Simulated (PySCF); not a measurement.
# Radial density of In (indium, neutral)

UHF, [Kr] 4d10 5s2 5d1, 2D determinant (an excited configuration). All numbers are calculated (PySCF 2.14, the spin-free X2C one-electron Hamiltonian (Gaussian nucleus), in aug-cc-pwCVTZ-DK3 with one added diffuse shell each of s, p, d, f type (11s10p8d5f1g, 125 functions)).

```tsv
r (bohr)	4πr²ρ (e/bohr)	4πr²(ρα − ρβ)
0.0312	57.23	0.0000
0.0525	58.50	0.0000
0.0883	80.24	0.0000
0.148	59.13	0.0005
0.250	64.56	0.0004
0.420	35.95	0.0000
0.707	20.81	0.0014
1.19	13.72	0.0006
2.00	2.736	-0.0018
3.36	0.5306	0.0166
5.66	0.09058	0.0699
9.51	0.1051	0.1050
16.0	0.03098	0.0310
26.9	5.247e-05	0.0001
```

Densities and radii are taken from the X2C orbitals without a picture-change correction, which distorts them close to the nucleus.

The outer electron is Rydberg-like, and this basis confines it to a smaller radius and binds it less than a complete one would.
